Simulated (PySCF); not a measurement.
In(H)(Cl)(Et) (C2H6ClIn), SMILES C[CH2][InH][Cl].

Geometry optimised at PBE-D3(BJ)/def2-SVP. The structure was generated by enumeration; whether it is a known compound was not checked. The def2 effective core potentials stand for the cores of In; spin–orbit coupling is left out. One conformer was computed; it need not be the lowest.

Method: PBE-D3(BJ)/def2-SVP in PySCF 2.14.0.

Frequencies are harmonic and unscaled.

| mode | ν (cm⁻¹) | IR (km/mol) | moving atoms (share of kinetic energy) |
|---|---|---|---|
| 1 | 14 | 0.8 | H 45 %, C 39 %, Cl 11 % |
| 2 | 70 | 2.9 | Cl 37 %, C 26 %, In 25 %, H 13 % |
| 3 | 207 | 0.9 | H 93 % |
| 4 | 219 | 1.6 | C 65 %, H 24 % |
| 5 | 337 | 57.8 | Cl 74 %, In 25 % |
| 6 | 346 | 22.1 | H 95 % |
| 7 | 440 | 56.0 | H 49 %, C 40 %, In 10 % |
| 8 | 502 | 43.5 | H 68 %, C 29 % |
| 9 | 619 | 27.2 | H 82 %, C 17 % |
| 10 | 911 | 1.3 | H 91 %, C 8 % |
| 11 | 937 | 7.7 | H 84 %, C 16 % |
| 12 | 1028 | 7.1 | C 75 %, H 25 % |
| 13 | 1141 | 28.1 | H 68 %, C 32 % |
| 14 | 1195 | 1.7 | H 76 %, C 24 % |
| 15 | 1347 | 6.7 | H 83 %, C 17 % |
| 16 | 1385 | 1.0 | H 89 %, C 11 % |
| 17 | 1421 | 1.5 | H 97 % |
| 18 | 1426 | 7.8 | H 97 % |
| 19 | 1727 | 207.0 | H 99 % |
| 20 | 2957 | 39.8 | H 97 % |
| 21 | 2991 | 6.0 | H 95 % |
| 22 | 3033 | 14.8 | H 91 %, C 9 % |
| 23 | 3040 | 0.6 | H 91 %, C 9 % |
| 24 | 3058 | 18.8 | H 91 %, C 9 % |
